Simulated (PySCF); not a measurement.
C3H5BN2O, SMILES N(/C#N)=C/B(O)C.

Geometry optimised at PBE0-D3(BJ)/def2-SVP. The structure was generated by enumeration; whether it is a known compound was not checked. One conformer was computed; it need not be the lowest.

All values below come from PySCF with B3LYP/def2-TZVP.

* **total energy**: -327.05637 hartree
* **point group**: Cs
* **highest occupied level**: -7.75 eV
* **lowest empty level**: -3.28 eV
* **orbital gap**: 4.47 eV
* **dipole moment**: 4.82 D
* **quadrupole, principal values (traceless, Buckingham form, about the centre of nuclear charge)**: -11.95, 5.55, 6.41 D·Å
* **mean static polarisability**: 65.6 bohr³ (9.72 Å³)
* **polarisability, principal values**: 41.2, 60.1, 95.5 bohr³
